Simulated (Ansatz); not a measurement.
`C[SiH](O)O`, charge 0, multiplicity 1.

Question: Give a relaxed structure at PBE0-D4/def2-TZVP (Ansatz 0.2.0). (Estimate.)

Answer: Ansatz gave: 
Z-matrix (Å, degrees):
```
C
Si 1 1.852
H 1 1.093 2 111.0
H 1 1.093 2 110.6 3 119.4
H 1 1.092 2 110.8 3 -120.4
O 2 1.647 1 105.2 3 -58.4
O 2 1.647 1 112.8 3 64.2
H 2 1.484 1 113.0 3 -179.4
H 6 0.958 2 117.2 1 -175.7
H 7 0.958 2 117.6 1 -54.3
```
This is one stationary point; other conformers may exist.
